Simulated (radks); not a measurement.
Species: Bi48+. Configuration: [Ar] 3d10 4s2 4p5.

Calculated with a radial shooting solver on a logarithmic mesh with Libxc functionals: Dirac Kohn-Sham, exchange-only PBE, spin-unpolarised, spherical densities, finite nucleus; open shells fill j = l - 1/2 first; Fermi nuclear charge, rms radius 5.5211 fm.

Energy parts (hartree):
part                   energy
total             -19936.2832
kinetic            23560.2088
electron-nucleus  -47115.8132
Hartree             3917.1071
exchange            -297.7858

Orbitals (lengths in bohr, moments of r in powers of bohr):
orbital  occ.  eigenvalue (hartree)       <r^4>
1s1/2       2             -3415.283   3.333e-07
2s1/2       2             -687.6041  0.00004723
2p1/2       2             -664.6943  0.00002772
2p3/2       4             -579.3039  0.00004526
3s1/2       2             -231.1949    0.001599
3p1/2       2             -221.0545    0.001370
3p3/2       4             -201.2718    0.001926
3d3/2       4             -185.0027    0.001226
3d5/2       6             -180.7575    0.001355
4s1/2       2             -109.2782     0.02315
4p1/2       2             -104.8381     0.02263
4p3/2       3             -98.31437     0.02905

The highest occupied level is 4p3/2 at -2675.3 eV. The electron density at the nucleus is 2.975e+06 e/bohr^3.
